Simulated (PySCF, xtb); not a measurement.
C4H5NSi, SMILES [SiH3][C@H](C#C)C#N.

GFN2-xTB in xtb at its own geometry gives an orbital gap of 4.86 eV and a dipole moment of 4.02 D.

The structure is a stationary point at ωB97X-D3(BJ)/def2-SVP. The structure was generated by enumeration; whether it is a known compound was not checked.

Task: What does r2SCAN/def2-TZVP (PySCF) give? (Estimate from the structure and the level; the computed values follow.)

Result: gap 6.32 eV (levels -7.19 and -0.86 eV), dipole 3.89 D.
